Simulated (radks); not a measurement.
The mercury ion Hg12+, 68 electrons, occupied as [Xe] 4f14.

All-electron calculation, scalar-relativistic Kohn-Sham, PBE, spin-unpolarised, spherical densities, point nucleus. Program: a radial shooting solver on a logarithmic mesh with Libxc functionals.

Energy parts (eV):
part                       energy
total                  -532838.87
kinetic                 598494.90
electron-nucleus      -1312341.67
Hartree                 190863.96
exchange-correlation     -9856.06

Orbitals (lengths in bohr, moments of r in powers of bohr; r(max) is where P^2 peaks):
| orbital | occ. | eigenvalue (eV) | r(max) |
|---|---|---|---|
| 1s | 2 | -83414.85 | 0.01022 |
| 2s | 2 | -14970.45 | 0.05913 |
| 2p | 6 | -12938.23 | 0.04906 |
| 3s | 2 | -3722.562 | 0.1667 |
| 3p | 6 | -3135.505 | 0.1663 |
| 3d | 10 | -2519.125 | 0.1354 |
| 4s | 2 | -990.5575 | 0.3754 |
| 4p | 6 | -797.8739 | 0.3954 |
| 4d | 10 | -569.5104 | 0.4022 |
| 4f | 14 | -315.8164 | 0.3650 |
| 5s | 2 | -328.1420 | 0.8121 |
| 5p | 6 | -271.0539 | 0.8943 |

The highest occupied level is 5p at -271.05 eV. The density falls to 0.001 e/bohr^3 at r = 2.11 bohr. For comparison, the ionisation energy in NIST's Atomic Spectra Database is 277 eV (semi-empirical). In exact Kohn-Sham theory the highest level is minus the ionisation energy, but local and semilocal functionals leave it too shallow, through self-interaction and a potential that decays too fast; potentials with the right tail come closer.
